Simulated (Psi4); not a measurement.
As (SMILES [As-]), charge -1, triplet (a gas-phase anion, which may not be bound at this level); B3LYP/def2-SVP in Psi4.

The Psi4 input:
```
memory 2 GB

molecule mol {
-1 3
  As    0.000000    0.000000    0.000000
}

set basis def2-svp
set reference uks
set scf_type direct

energy('b3lyp')
print_variables()
```

What the program printed (banner, timings and long lists left out):

```
   => Loading Basis Set <=

    Name: DEF2-SVP
    Role: ORBITAL
    Keyword: BASIS

         ---------------------------------------------------------
                                   SCF
               by Justin Turney, Rob Parrish, Andy Simmonett
                          and Daniel G. A. Smith
                              UKS Reference
         ---------------------------------------------------------

  ==> Geometry <==

    Molecular point group: d2h
    Geometry (in Angstrom), charge = -1, multiplicity = 3:

       Center              X                  Y                   Z               Mass
    ------------   -----------------  -----------------  -----------------  -----------------
         AS           0.000000000000     0.000000000000     0.000000000000    74.921594570000

  Running in d2h symmetry.

  Rotational constants: A = ************  B = ************  C = ************ [cm^-1]
  Rotational constants: A = ************  B = ************  C = ************ [MHz]
  Nuclear repulsion =    0.000000000000000

  Charge       = -1
  Multiplicity = 3
  Electrons    = 34
  Nalpha       = 18
  Nbeta        = 16

  ==> Algorithm <==

  SCF Algorithm Type is DIRECT.
  DIIS enabled.
  MOM disabled.
  Fractional occupation disabled.
  Guess Type is CORE.
  Energy threshold   = 1.00e-06
  Density threshold  = 1.00e-06
  Integral threshold = 1.00e-12

  ==> Primary Basis <==

  Basis Set: DEF2-SVP
    Blend: DEF2-SVP
    Number of shells: 12
    Number of basis functions: 32
    Number of Cartesian functions: 35
    Spherical Harmonics?: true
    Max angular momentum: 2

  ==> DFT Potential <==

   => LibXC <=

    Version 7.1.2
    S. Lehtola, C. Steigemann, M. J. T. Oliveira, and M. A. L. Marques,  SoftwareX 7, 1–5 (2018) (10.1016/j.softx.2017.11.002)

   => Composite Functional: B3LYP <=

    B3LYP Hyb-GGA Exchange-Correlation Functional

    P. J. Stephens, F. J. Devlin, C. F. Chabalowski, and M. J. Frisch,  J. Phys. Chem. 98, 11623 (1994) (10.1021/j100096a001)

    Deriv               =              1
    GGA                 =           TRUE
    Meta                =          FALSE

    Exchange Hybrid     =           TRUE
    MP2 Hybrid          =          FALSE

   => Exchange Functionals <=

    0.0800   Slater exchange
    0.7200         Becke 88

   => Exact (HF) Exchange <=

    0.2000               HF

   => Correlation Functionals <=

    0.1900   Vosko, Wilk & Nusair (VWN5_RPA)
    0.8100   Lee, Yang & Parr

[...]
   @S   Expected:                1.000000000E+00
   @S   Observed:                1.000000000E+00

    Orbital Energies [Eh]
    ---------------------

    Alpha Occupied:

[...]
    Alpha Virtual:

[...]
    Beta Occupied:

[...]
       3B2u    0.104472

    Beta Virtual:

[...]
      11Ag     3.027376

    Final Occupation by Irrep:
             Ag   B1g   B2g   B3g    Au   B1u   B2u   B3u
    DOCC [     6,    1,    1,    1,    0,    2,    3,    2 ]
    SOCC [     0,    0,    0,    0,    0,    1,    0,    1 ]
    NA   [     6,    1,    1,    1,    0,    3,    3,    3 ]
    NB   [     6,    1,    1,    1,    0,    2,    3,    2 ]

  @UKS Final Energy: -2235.57513330355960

   => Energetics <=

    Nuclear Repulsion Energy =              0.0000000000000000
    One-Electron Energy =               -3124.1931576893266538
    Two-Electron Energy =                 955.6105139422204502
    DFT Exchange-Correlation Energy =     -66.9924895564538474
    Empirical Dispersion Energy =           0.0000000000000000
    VV10 Nonlocal Energy =                  0.0000000000000000
    Total Energy =                      -2235.5751333035595962

  UHF NO Occupations:
  HONO-2 :    6 Ag 1.9992858
  HONO-1 :    3B3u 1.0000000
  HONO-0 :    3B1u 1.0000000
  LUNO+0 :    7 Ag 0.0007142
  LUNO+1 :    4B2u 0.0000416
  LUNO+2 :    2B2g 0.0000189
  LUNO+3 :    8 Ag 0.0000189

Computation Completed

Properties will be evaluated at   0.000000,   0.000000,   0.000000 [a0]

Properties computed using the SCF density matrix

 Multipole Moments:

 ------------------------------------------------------------------------------------
     Multipole            Electronic (a.u.)      Nuclear  (a.u.)        Total (a.u.)
 ------------------------------------------------------------------------------------

 L = 1.  Multiply by 2.5417464519 to convert [e a0] to [Debye]
 Dipole X            :          0.0000000            0.0000000            0.0000000
 Dipole Y            :          0.0000000            0.0000000            0.0000000
 Dipole Z            :          0.0000000            0.0000000            0.0000000
 Magnitude           :                                                    0.0000000

 ------------------------------------------------------------------------------------

  Variable Map:
  ----------------------------------------------------------------------------
[...]
  Array Variable Map:
  ----------------------------------------------------------------------------
[...]
[...]
```
